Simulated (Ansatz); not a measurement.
CH$_{7}$FOSi$_{2}$, SMILES `OC(F)([SiH3])[SiH3]` at its PBE0-D4/def2-TZVP geometry, where that method's forces vanish. Charge 0, multiplicity 1.

```tsv
atom	x (Å)	y (Å)	z (Å)
O1	1.0833	1.3067	-0.4063
C2	0.0837	0.5382	0.1729
F3	-0.6623	1.3477	1.0638
Si4	-1.1696	-0.1139	-1.1192
Si5	0.9439	-0.8029	1.2333
H6	0.6967	1.9241	-1.0390
H7	-0.5125	-1.1509	-1.9547
H8	-2.3729	-0.6745	-0.4591
H9	-1.5330	1.0530	-1.9718
H10	1.8173	-0.1416	2.2323
H11	-0.1113	-1.6009	1.9074
H12	1.7367	-1.6848	0.3404
```

Task: For each bond, give half the difference of the two atoms' forces along it (eV/Å; positive pushes the atoms apart) under PBE-D4, r2SCAN-D4, B3LYP-D4, ωB97M-V in def2-TZVPP. (An estimate is asked.)

Result: Ansatz gave: 
| bond | length (Å) | PBE-D4 | r2SCAN-D4 | B3LYP-D4 | ωB97M-V |
| --- | --- | --- | --- | --- | --- |
| O1–C2 | 1.388 | 0.28 | 0.27 | 0.27 | 0.29 |
| O1–H6 | 0.965 | 0.41 | 0.01 | -0.06 | -0.11 |
| C2–F3 | 1.416 | 0.57 | 0.40 | 0.40 | 0.22 |
| C2–Si4 | 1.915 | -0.10 | -0.10 | -0.03 | -0.08 |
| C2–Si5 | 1.914 | -0.06 | -0.08 | -0.04 | -0.08 |
| Si4–H7 | 1.485 | 0.06 | -0.02 | -0.07 | -0.09 |
| Si4–H8 | 1.483 | 0.06 | -0.03 | -0.08 | -0.10 |
| Si4–H9 | 1.490 | 0.09 | -0.02 | -0.09 | -0.11 |
| Si5–H10 | 1.483 | 0.09 | -0.02 | -0.09 | -0.12 |
| Si5–H11 | 1.485 | 0.06 | -0.02 | -0.07 | -0.09 |
| Si5–H12 | 1.484 | 0.05 | -0.02 | -0.07 | -0.09 |

B3LYP here is the variant with VWN-RPA as its local correlation; programs differ in this.
